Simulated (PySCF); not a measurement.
# C₆ coefficients of unlike pairs at UHF

Calculated with PySCF 2.14 from the dipole response of each species, C₆(A,B) = (3/π) ∫ α_A(iu) α_B(iu) du, in atomic units, from isotropic polarisabilities. For ions this is the dispersion term alone; charge-induced terms of lower order in 1/R come first.

```csv
species,configuration,basis,relativity,α (bohr³),C₆ (like pair)
P⁺,[Ne] 3s2 3p2 (3P),"aug-cc-pV(T+d)Z with one added diffuse shell each of s, p, d, f type (7s6p5d3f)",none,14.50,75.35
Mg,[Ne] 3s2 (1S),aug-cc-pCVTZ (8s7p5d3f),none,81.53,765.5
Hf²⁺,[Xe] 4f14 5d2 (3F),aug-cc-pwCVTZ-PP with ECP60MDF (8s8p7d4f3g),core potential,14.06,69.73
V⁺,[Ar] 3d4 (5D),def2-TZVPPD (6s6p4d2f1g),none,9.769,31.52
```

(1) Estimate C₆ for V⁺ with Mg.

No spin-orbit coupling is included.

The other pairs:

```tsv
pair	C₆
V⁺, P⁺	47.27
Mg, P⁺	207.1
V⁺, Hf²⁺	46.70
Hf²⁺, Mg	192.6
Hf²⁺, P⁺	71.43
```

Results:

(1) The integral gives 128.4. The combination rule 2 C_A C_B / (C_A α_B/α_A + C_B α_A/α_B) gives 136.0 and the geometric mean 155.3.
